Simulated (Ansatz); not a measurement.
Reaction (ligand exchange at the Al–F bond): `[F][Al]([Br])[Br]` + NH₃ → `[NH2][Al]([Br])[Br]` + H–F

Calculated with Ansatz (gas phase, PBE0-D4/def2-TZVP geometries, no zero-point term in ΔE). CCSD(T)/CBS adds triple-zeta CCSD(T) − MP2 to the extrapolated MP2 energy (def2 sets, frozen cores). This one scheme is used for every species. Functionals use def2-TZVPP. B3LYP here is the variant with VWN-RPA as its local correlation; programs differ in this. HSE06 is defined as in plane-wave codes. For Br outer-core shells are correlated without core-valence functions, which leaves a few kJ/mol of doubt a bond. Scalar relativity is left out up to krypton. Each species was taken in one conformer, which may not be the lowest.

`[F][Al]([Br])[Br]`:

```xyz
4

F    -0.117    1.672    0.549
Al   -0.009    0.123    0.040
Br   -1.507   -1.353    0.758
Br    1.633   -0.441   -1.347
```

NH₃:

Z-matrix (Å, degrees):
```
N
H 1 1.013
H 1 1.013 2 107.1
H 1 1.013 2 107.1 3 -114.5
```

`[NH2][Al]([Br])[Br]`:

```xyz
6

N    -0.169   -0.862    0.586
Al    0.110    0.565   -0.384
Br   -0.388    2.588    0.441
Br    0.965    0.362   -2.445
H    -0.548   -0.851    1.518
H     0.030   -1.802    0.284
```

H–F:

Cartesian coordinates in Å:
```
F -0.390 -0.220 -0.105
H 0.390 0.220 0.105
```

```
             level  ΔE (kJ/mol)  difference from CCSD(T)/CBS
       LDA (SPW92)         71.4                         -7.0
         revPBE-D4         76.3                         -2.1
           BLYP-D4         82.6                          4.2
         r2SCAN-D4         82.0                          3.6
            B97M-V         87.4                          9.0
           PBE0-D4         75.2                         -3.2
        r2SCANh-D4         80.7                          2.3
        r2SCAN0-D4         79.1                          0.7
          HSE06-D4         74.9                         -3.5
          BHLYP-D4         80.9                          2.5
      CAM-B3LYP-D4         81.7                          3.3
           ωB97X-V         80.2                          1.8
           ωB97M-V         79.4                          1.0
            B2PLYP         83.1                          4.7
          PBE-QIDH         76.3                         -2.1
               PBE         80.3                          1.9
            revPBE         82.8                          4.4
              BLYP         88.9                         10.5
            r2SCAN         82.8                          4.4
              PBE0         78.0                         -0.4
             B3LYP         85.9                          7.5
           r2SCANh         81.7                          3.3
           r2SCAN0         80.1                          1.7
             HSE06         77.5                         -0.9
             BHLYP         85.2                          6.8
         CAM-B3LYP         84.6                          6.2
           LC-ωPBE         79.3                          0.9
RPA@PBE/def2-TZVPP         78.9                          0.5
      MP2/def2-SVP         84.0                          5.6
     CCSD/def2-SVP         86.0                          7.6
  CCSD(T)/def2-SVP         85.5                          7.1
     HF/def2-TZVPP         86.7                          8.3
    MP2/def2-TZVPP         75.6                         -2.8
SCS-MP2/def2-TZVPP         79.1                          0.7
   CCSD/def2-TZVPP         78.7                          0.3
     HF/def2-QZVPP         89.2                         10.8
    MP2/def2-QZVPP         77.0                         -1.4
SCS-MP2/def2-QZVPP         80.3                          1.9
      HF/CBS(def2)         89.5                         11.1
     MP2/CBS(def2)         76.5                         -1.9
       CCSD(T)/CBS         78.4                            0
```

Largest T1 diagnostic among the species: 0.008.

From BLYP to BHLYP (50 % exact exchange), in def2-TZVPP and without D4, ΔE moves by −3.7 kJ/mol. At CCSD(T), def2-SVP lies +7.2 kJ/mol from the extrapolated value and def2-TZVPP −0.9 kJ/mol.
